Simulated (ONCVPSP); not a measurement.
# lanthanum, ONCV: configuration errors across variants

La (Z = 57), optimised norm-conserving Vanderbilt (ONCV), made with ONCVPSP 4.0.1 (PBE, scalar-relativistic). Core [Kr] 4d10, reference 5s2 5p6 5d1 6s1 (charge +1). Waves: 5s+6s: rc 2.40 bohr, ncon 5, nbas 10, qcut 5.3 1/bohr, 2 projectors; 5p: rc 2.20 bohr, ncon 3, nbas 8, qcut 7.9 1/bohr, 2 projectors, debl 1.3 Ha; 5d: rc 4.00 bohr, ncon 3, nbas 8, qcut 3.7 1/bohr, 2 projectors, debl 2.7 Ha; f scattering state at 0.38 Ha: rc 3.00 bohr, ncon 4, nbas 8, qcut 3.9 1/bohr, 2 projectors, debl 3.2 Ha. Local part: polynomial inside 1.60 bohr (lpopt 4, dvloc0 0 Ha). Core correction: polynomial model core, fcfact 0.4.

In the f channel the program set the typed energies aside and used -0.374, 2.826 Ha.

All-electron excitation energies from the reference (eV): (1) 5s2 5p6 5d1 6s2 -5.966; (2) 5s2 5p6 5d1 6s0 10.888; (3) 5s2 5p6 5d0 6s0 29.838; (4) 5s2 5p6 5d1.5 6s1.5 -5.619.

2 further variants failed, have other tests or too few solved ones, and are left out.

A true bound ghost makes a file unfit for plane-wave use even where its test errors are small: the radial tests pick states by their node count and pass the ghost by.

Errors AE − PS in meV (a dash: test not solved or not reliable):

| change | (1) | (2) | (3) | (4) | bound ghosts | GHOST(+) flags above zero |
| --- | --- | --- | --- | --- | --- | --- |
| base | +0.7 | -6.0 | +72 | +5.6 | none | s, f |
| core correction Teter function, fcfact 5.75, rcfact 1.5 | +0.4 | -7.2 | +54 | +4.9 | none | s, f |
| s: nbas 9 | +0.7 | -5.9 | +72 | +5.6 | none | s, f |
| all radii but the core radius scaled by about 1.19 (s 2.86, p 2.62, d 4.78, f 3.58 bohr); local potential polynomial inside 1.92 bohr (lpopt 4, dvloc0 0 Ha) | -16 | -37 | +159 | -30 | none | d |
| core correction polynomial model core, fcfact 0.86 | +0.7 | -6.0 | +72 | +5.6 | none | s, f |

(1) Give the same row for: local potential polynomial inside 2.15 bohr (lpopt 5, dvloc0 3 Ha).

## Answers

(1) +1.1, -5.2, +72, +7.1; bound ghosts: p; GHOST(+) flags above zero: s, f.
